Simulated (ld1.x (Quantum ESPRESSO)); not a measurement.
**What one change does to a pseudopotential (Mo, ultrasoft)**

```
Element                 : Mo
Generator               : ld1.x (Quantum ESPRESSO) 7.5
Type                    : ultrasoft
Functional              : PBEsol
Relativity              : scalar-relativistic
Frozen core             : [Kr]
Valence charge          : 6
Reference configuration : 4d4 5s0 5p0 (charge +2)
Partial waves           : 5s (bound, empty): rcut 2.50, rcutus 3.10 bohr; 5s channel at 3.95 Ry: rcut 2.50, rcutus 3.10 bohr; 5p (bound, empty): rcut 2.35, rcutus 2.75 bohr; 5p channel at -0.15 Ry: rcut 2.35, rcutus 2.75 bohr; 4d (bound): rcut 1.45, rcutus 2.00 bohr; 4d channel at 0.1 Ry: rcut 1.45, rcutus 2.00 bohr
Local potential         : all-electron potential smoothed inside 3.10 bohr (lloc = -2)
Core correction         : Bessel-smoothed model core, default radius (core density twice the valence density)
Augmentation charge     : built from norm-conserving waves at rcut, not smoothed further
```

Change: local potential all-electron potential smoothed inside 2.60 bohr (lloc = -1).

Cutoffs: the cutoffs (Ry, on a coarse ladder) from which the occupation-weighted sum of valence levels, in a spherical-Bessel basis at the reference potential, stays within 10 and 1 mRy of its value at 400 Ry; they do not see the model core or the augmentation charge, which bear on the density cutoff. Errors are all-electron minus pseudo energies relative to the spin-unpolarised reference configuration.

Problem. How do hardness, ghosts and transferability respond?

Solution. The potential gets neither clearly harder nor softer (25 Ry and 40 Ry → 25 Ry and 40 Ry); both files keep a bound ghost (s); the f channel binds one level more than in the base; of the 7 tests that both files solve, the error grows in 0 and shrinks in 4 by more than 15 % and 0.3 meV (median size 65.3 → 46.2 meV).

```tsv
quantity	base	changed
cutoff, loose	25 Ry	25 Ry
cutoff, tight	40 Ry	40 Ry
bound ghosts	s	s
error for 4d5 5s1 5p0, meV [ΔE -22.36 eV]	-65	-18
error for 4d5 5s0 5p0, meV [ΔE -15.46 eV]	-75	-75
error for 4d3 5s0 5p0, meV [ΔE 26.72 eV]	-175	-174
error for 4d5 5s0 5p1, meV [ΔE -19.17 eV]	-50	-48
error for 4d4 5s2 5p0, meV [ΔE -22.18 eV]	-52	+11
error for 4d4 5s1 5p0, meV [ΔE -14.28 eV]	-16	-1.9
error for 4d5 5s0.5 5p0, meV [ΔE -19.62 eV]	-67	-46
s: phases at 3.34 bohr within 0.05 rad from the reference energy up to (Ry; the scan ends near 5)	0.8	-0.1
p: phases at 3.34 bohr within 0.05 rad from the reference energy up to (Ry; the scan ends near 5)	1.1	0.2
d: phases at 3.34 bohr within 0.05 rad from the reference energy up to (Ry; the scan ends near 5)	3.9	4.3
lowest overlap eigenvalue by channel	s 0.04, p 0.57, d 0.96	s 0.02, p 0.57, d 0.88
```

 A true bound ghost makes a file unfit for plane-wave use even where its test errors are small: the radial tests pick states by their node count and pass the ghost by.
